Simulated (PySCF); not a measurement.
Sn(F)(Cl)2(OMe) (CH3Cl2FOSn), SMILES C[O][Sn]([F])([Cl])[Cl].

Geometry optimised at B3LYP-D3(BJ)/def2-SVP. The structure was generated by enumeration; whether it is a known compound was not checked. The def2 effective core potentials stand for the cores of Sn; spin–orbit coupling is left out. The values are those of a single conformer.

Level of theory: TDA-LC-ωPBE/def2-SVPD run with PySCF.

Vertical excitations. 

| state | energy (eV) | λ (nm) | f | main pairs |
|---|---|---|---|---|
| S1 | 5.16 | 240 | 0.008 | HOMO→LUMO 90 % |
| S2 | 5.95 | 208 | 0.020 | HOMO−2→LUMO 88 % |
| S3 | 6.01 | 206 | 0.006 | HOMO−3→LUMO 85 % |
| S4 | 6.10 | 203 | 0.117 | HOMO−1→LUMO 60 %, HOMO−5→LUMO 22 % |
| S5 | 6.26 | 198 | 0.041 | HOMO−4→LUMO 81 % |
| S6 | 6.35 | 195 | 0.024 | HOMO−5→LUMO 64 %, HOMO−1→LUMO 23 % |
| S7 | 7.48 | 166 | 0.185 | HOMO−6→LUMO 65 %, HOMO−8→LUMO 22 % |
| S8 | 7.66 | 162 | 0.032 | HOMO−7→LUMO 78 % |
| S9 | 8.33 | 149 | 0.178 | HOMO−8→LUMO 53 %, HOMO−6→LUMO 17 % |
| S10 | 8.40 | 148 | 0.045 | HOMO→LUMO+1 36 %, HOMO→LUMO+2 18 %, HOMO→LUMO+3 18 %, HOMO→LUMO+4 6 % |
| T1 | 4.63 | 268 | 0 | HOMO→LUMO 85 % |
| T2 | 5.04 | 246 | 0 | HOMO−1→LUMO 85 % |
| T3 | 5.36 | 231 | 0 | HOMO−2→LUMO 90 % |
| T4 | 5.49 | 226 | 0 | HOMO−3→LUMO 86 % |
Triplets are in the Tamm–Dancoff approximation.
